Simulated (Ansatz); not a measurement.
def2 core potentials replace the inner electrons of Sb.

Species: C₄H₁₁O₂Sb, SMILES `CCC[CH2][Sb]([OH])[OH]` with one electron removed (charge 1, multiplicity 2).

Question: Give a relaxed geometry from B3LYP-D3(BJ)/def2-SVP run with Ansatz (a program for electronic structure).

Answer: One answer among several that fit: the end point of this relaxation, one of several conformers (outside a Z-matrix the atoms follow the SMILES, hydrogens last).
Z-matrix (Å, degrees):
```
C
H 1 1.0997
H 1 1.1016 2 108.62
C 1 1.4879 2 111.45 3 123.57
H 4 1.0991 1 117.51 2 -168.72
H 4 1.1008 5 113.08 1 142.12
C 1 1.5693 2 108.74 3 -117.45
H 7 1.1016 1 109.17 2 -179.20
H 7 1.1017 8 107.16 1 -117.78
C 7 1.5287 8 110.64 9 -120.66
H 10 1.1007 7 111.54 8 178.94
H 10 1.1008 11 108.33 7 -123.20
H 10 1.1015 11 107.97 12 -116.64
Sb 4 2.4016 5 101.40 6 99.08
O 14 1.9495 4 93.71 5 167.70
H 15 0.9752 14 115.15 4 116.16
O 14 1.9602 15 93.89 16 16.85
H 17 0.9725 14 119.02 15 -164.81
```
